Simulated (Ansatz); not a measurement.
# Which is lower?

The two ends of one reaction step of SiH$_{4}$BrF, singlet (PBE0-D4/def2-TZVP).

A:

```
atom    x (Å)    y (Å)    z (Å)
 Si1  -0.9843   0.0367  -0.1908
  F2   2.2367  -0.7798   0.8606
  H3  -0.6424  -1.2742  -0.7803
  H4  -0.9954  -0.0087   1.2858
  H5  -2.2646   0.5509  -0.7245
  H6   2.0482  -0.0189   0.3619
 Br7   0.6019   1.4939  -0.8126
```

B:

```
atom    x (Å)    y (Å)    z (Å)
 Si1  -0.9071  -0.5649   0.4570
  F2   0.6166  -0.0793   0.6488
  H3  -0.9439  -1.4955  -0.6931
  H4  -1.3205  -1.2425   1.7063
  H5  -1.7351   0.6347   0.2006
  H6   1.8726   1.0072  -0.6129
 Br7   2.4175   1.7402  -1.7067
```

Program: Ansatz 0.2.0. Basis: def2-TZVPP. Cores are frozen in the correlated methods. Filled d shells of the heavier atoms are correlated. The def2 sets are not built for correlating such inner shells, so the correlated values are less sure here. B3LYP uses VWN-RPA correlation.

Task: Which structure is lower at CCSD(T), and by how much? (Judge from chemistry; the value comes from the calculation.)

Result: By the calculation: B, by 0.365 eV (electronic energy, against the other). By their contacts, A is a complex of SiH₃Br ([SiH3][Br]) + HF and B is a complex of SiH₃F ([F][SiH3]) + HBr.

All methods give the same order:

| method | E(B) − E(A) (eV) |
| --- | --- |
| SPW92 | -0.213 |
| PBE-D4 | -0.218 |
| BLYP-D4 | -0.370 |
| r2SCAN-D4 | -0.318 |
| B97M-V | -0.412 |
| PBE0-D4 | -0.227 |
| B3LYP-D4 | -0.370 |
| r2SCAN0-D4 | -0.298 |
| BHLYP-D4 | -0.394 |
| CAM-B3LYP-D4 | -0.435 |
| wB97X-V | -0.344 |
| wB97M-V | -0.326 |
| B2PLYP | -0.401 |
| PBE-QIDH | -0.276 |
| RPA on PBE | -0.424 |
| HF | -0.516 |
| MP2 | -0.320 |
| CCSD | -0.391 |
| CCSD(T) | -0.365 |

The T1 diagnostic stays at or below 0.009.

Labels in which every atom is bracketed show which atoms are joined, not bond orders.

For scale, one of the runs: CCSD(T)/def2-TZVPP, 177 basis functions, launched by `ansatz run in.yaml --threads 4 --pin off --events-out ev --progress --plain --max-ram 9574MiB`. Time: 46 s of wall clock on 4 CPU threads of an Intel Xeon; the host was shared. Peak host memory: 1.6 GiB.
